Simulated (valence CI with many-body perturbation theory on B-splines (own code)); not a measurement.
## Forbidden lines of Hf⁴⁸⁺

Level of theory: relativistic CI+MBPT: six valence electrons over a frozen Dirac-Fock core [Ar], a basis of 7 s, 7 p, 8 d, 6 f, 4 g, 1 h functions for each j, with the one-electron correlation potential Σ1, the two-electron term Σ2, the three-electron term Σ3, Breit, model QED; selected CI, second order for the rest, scaled by the run's own slope (own B-spline code, finite nucleus).

The last digits are not significant, and no measured levels were compared; by estimate large intervals hold to a few tenths of a per cent, small ones and those within an open d or f shell to about a per cent. Core correlation moves these levels by up to 14000 cm⁻¹, and in measured spectra 5 to 20 % of such shifts remained as error; rates that hang on mixing are uncertain with them. Among the levels kept, up to 1000 cm⁻¹ of a level comes from second order outside the variational space, and about a tenth of that is noise between levels of different J, which matters for small intervals. The list stops below the first excitations out of the core. Only levels of the ground parity were solved; by the run's estimate the other parity begins above the list, which can be wrong where configurations are misplaced.

Lines 51 to 100 of 109 in falling wavelength, among levels below 246.27 eV, chosen from the decays that carry over 1 % of a level's rate. Wavelengths and rates use the calculated energies. Electric multipoles are in the length gauge with retardation, E1 and E2 with the static RPA response of the core. M1 uses the relativistic operator with retardation. Weak lines are less certain than strong ones. Lines between different terms over intervals too small for the method are left out, as are lines whose strength nearly cancels. The highest levels of a list are the least certain. Branching is blank where the lifetime is uncertain.

Levels are named by their leading jj configuration (3d3/2^4 stands for four electrons in 3d with j = 3/2), which in mixed levels can hold well under half, so a name can repeat and another be missing. Letters in brackets count levels of one name in rising energy.

```tsv
λ vac (Å)	Upper	Lower	Type	A (s⁻¹)	Branch %
199.0	(3d3/2^2 3d5/2^4) J=2 [c]	(3d3/2^3 3d5/2^3) J=1 [b]	M1	5.71e+05	16.2
198.2	(3d3/2^2 3d5/2^4) J=2 [c]	(3d3/2^3 3d5/2^3) J=2 [b]	M1	1.22e+06	34.5
197.5	(3d3/2^3 3d5/2^3) J=2 [a]	(3d3/2^4 3d5/2^2) J=2	M1	1.37e+06	99.7
196.1	(3d3/2 3d5/2^5) J=1	(3d3/2^2 3d5/2^4) J=0 [a]	M1	1.64e+06	19.5
195.6	(3d3/2^2 3d5/2^4) J=1	(3d3/2^3 3d5/2^3) J=2 [a]	M1	4.33e+05	14.1
194.9	(3d3/2^3 3d5/2^3) J=6	(3d3/2^4 3d5/2^2) J=4	E2	1.97e+01	100.0
194.8	(3d3/2^3 3d5/2^3) J=5	(3d3/2^4 3d5/2^2) J=4	M1	4.40e+05	99.5
194.3	(3d3/2^2 3d5/2^4) J=4 [b]	(3d3/2^3 3d5/2^3) J=3 [b]	M1	3.39e+05	17.4
193.7	(3d3/2^2 3d5/2^4) J=6	(3d3/2^3 3d5/2^3) J=5	M1	3.98e+05	29.4
193.5	(3d3/2^2 3d5/2^4) J=6	(3d3/2^3 3d5/2^3) J=6	M1	9.56e+05	70.6
193.3	(3d3/2^3 3d5/2^3) J=3 [b]	(3d3/2^4 3d5/2^2) J=2	M1	2.08e+05	22.2
192.5	(3d3/2^2 3d5/2^4) J=4 [a]	(3d3/2^3 3d5/2^3) J=4 [a]	M1	3.18e+06	79.4
191.6	(3d3/2^2 3d5/2^4) J=4 [c]	(3d3/2^3 3d5/2^3) J=3 [c]	M1	9.65e+05	42.7
190.7	(3d3/2^2 3d5/2^4) J=2 [b]	(3d3/2^3 3d5/2^3) J=3 [b]	M1	6.12e+05	26.7
190.3	(3d3/2 3d5/2^5) J=2	(3d3/2^2 3d5/2^4) J=1	M1	1.47e+06	27.0
189.6	(3d3/2 3d5/2^5) J=3	(3d3/2^2 3d5/2^4) J=4 [b]	M1	6.04e+05	11.8
187.8	(3d3/2^2 3d5/2^4) J=4 [a]	(3d3/2^3 3d5/2^3) J=3 [a]	M1	4.26e+04	1.1
187.1	(3d3/2 3d5/2^5) J=1	(3d3/2^2 3d5/2^4) J=2 [a]	M1	6.62e+06	78.9
186.7	(3d3/2^2 3d5/2^4) J=2 [b]	(3d3/2^3 3d5/2^3) J=2 [a]	M1	1.08e+06	47.3
183.9	(3d3/2^2 3d5/2^4) J=4 [c]	(3d3/2^3 3d5/2^3) J=4 [b]	M1	7.54e+05	33.4
183.2	(3d3/2^2 3d5/2^4) J=3 [a]	(3d3/2^3 3d5/2^3) J=4 [a]	M1	1.31e+06	35.4
181.3	(3d3/2^2 3d5/2^4) J=5	(3d3/2^3 3d5/2^3) J=4 [a]	M1	1.27e+05	5.6
181.2	(3d3/2 3d5/2^5) J=4	(3d3/2^2 3d5/2^4) J=5	M1	1.81e+06	31.7
179.4	(3d3/2 3d5/2^5) J=4	(3d3/2^2 3d5/2^4) J=3 [a]	M1	6.55e+04	1.1
178.9	(3d3/2^2 3d5/2^4) J=3 [a]	(3d3/2^3 3d5/2^3) J=3 [a]	M1	1.60e+06	43.1
177.4	(3d3/2 3d5/2^5) J=3	(3d3/2^2 3d5/2^4) J=3 [b]	M1	6.45e+05	12.7
173.3	(3d3/2^3 3d5/2^3) J=3 [b]	(3d3/2^4 3d5/2^2) J=4	M1	7.09e+05	75.7
173.0	(3d3/2^2 3d5/2^4) J=4 [b]	(3d3/2^3 3d5/2^3) J=5	M1	1.33e+06	68.2
171.3	(3d3/2 3d5/2^5) J=4	(3d3/2^2 3d5/2^4) J=4 [a]	M1	2.97e+06	51.9
169.2	(3d3/2^3 3d5/2^3) J=0	(3d3/2^4 3d5/2^2) J=2	E2	2.46e+03	
166.6	(3d3/2^2 3d5/2^4) J=1	(3d3/2^3 3d5/2^3) J=1 [a]	M1	1.16e+06	37.6
165.8	(3d3/2^2 3d5/2^4) J=3 [b]	(3d3/2^3 3d5/2^3) J=4 [a]	M1	2.61e+05	10.4
165.4	(3d3/2 3d5/2^5) J=2	(3d3/2^2 3d5/2^4) J=3 [a]	M1	2.04e+06	37.5
162.9	(3d3/2^2 3d5/2^4) J=2 [c]	(3d3/2^3 3d5/2^3) J=3 [b]	M1	1.42e+05	4.0
161.1	(3d3/2 3d5/2^5) J=3	(3d3/2^2 3d5/2^4) J=3 [a]	M1	1.90e+06	37.4
160.1	(3d3/2^2 3d5/2^4) J=2 [b]	(3d3/2^3 3d5/2^3) J=1 [a]	M1	3.15e+04	1.4
160.0	(3d3/2^2 3d5/2^4) J=2 [c]	(3d3/2^3 3d5/2^3) J=2 [a]	M1	1.92e+05	5.4
159.6	(3d3/2^3 3d5/2^3) J=2 [b]	(3d3/2^4 3d5/2^2) J=2	M1	2.30e+05	77.0
159.1	(3d3/2^3 3d5/2^3) J=1 [b]	(3d3/2^4 3d5/2^2) J=2	M1	1.20e+05	11.6
155.2	(3d3/2^3 3d5/2^3) J=3 [c]	(3d3/2^4 3d5/2^2) J=2	M1	3.39e+05	52.9
154.5	(3d3/2 3d5/2^5) J=3	(3d3/2^2 3d5/2^4) J=4 [a]	M1	4.66e+05	9.2
154.1	(3d3/2^2 3d5/2^4) J=4 [c]	(3d3/2^3 3d5/2^3) J=3 [b]	M1	2.49e+04	1.1
153.3	(3d3/2^2 3d5/2^4) J=4 [b]	(3d3/2^3 3d5/2^3) J=3 [a]	M1	1.56e+05	8.0
151.1	(3d3/2^2 3d5/2^4) J=2 [d]	(3d3/2^3 3d5/2^3) J=3 [c]	M1	5.56e+05	25.7
151.0	(3d3/2^2 3d5/2^4) J=2 [b]	(3d3/2^3 3d5/2^3) J=3 [a]	M1	3.88e+05	17.0
147.7	(3d3/2^2 3d5/2^4) J=2 [d]	(3d3/2^3 3d5/2^3) J=1 [b]	M1	6.91e+05	32.0
147.3	(3d3/2 3d5/2^5) J=2	(3d3/2^2 3d5/2^4) J=2 [a]	M1	7.04e+05	12.9
147.2	(3d3/2^2 3d5/2^4) J=2 [d]	(3d3/2^3 3d5/2^3) J=2 [b]	M1	1.24e+05	5.7
146.6	(3d3/2^3 3d5/2^3) J=4 [b]	(3d3/2^4 3d5/2^2) J=4	M1	2.71e+04	48.6
143.9	(3d3/2 3d5/2^5) J=3	(3d3/2^2 3d5/2^4) J=2 [a]	M1	1.36e+05	2.7
```
